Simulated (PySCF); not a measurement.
Computed Raman spectrum (relative Raman activity) of a molecule C4H5NSi. Geometry: B3LYP-D3(BJ)/def2-SVP. One conformer was computed; it need not be the lowest. Method: B3LYP-D3(BJ)/def2-SVP in PySCF. Frequencies are harmonic and unscaled.

Lines under 2 % of the strongest are left out, and lines within 2 cm⁻¹ are merged.

```
ν (cm⁻¹)  relative intensity
--------  ------------------
93                       8.5
135                      2.8
150                      5.0
193                      2.2
244                      5.1
397                      2.2
407                      3.3
430                      2.4
588                      3.9
740                      3.9
846                      3.6
870                      5.4
919                      4.7
1542                     3.4
2145                     100
2156                      89
2255                      95
3455                      58
3561                      88
3654                      54
```

### Question
Which molecule gave these data?
A. C#C[SiH2]CC#N
B. C#C[SiH](N)C#C
C. C=C=C([SiH3])C#N
D. N#C[C@@H]1C=C[SiH2]1

### Answer
B, C#C[SiH](N)C#C
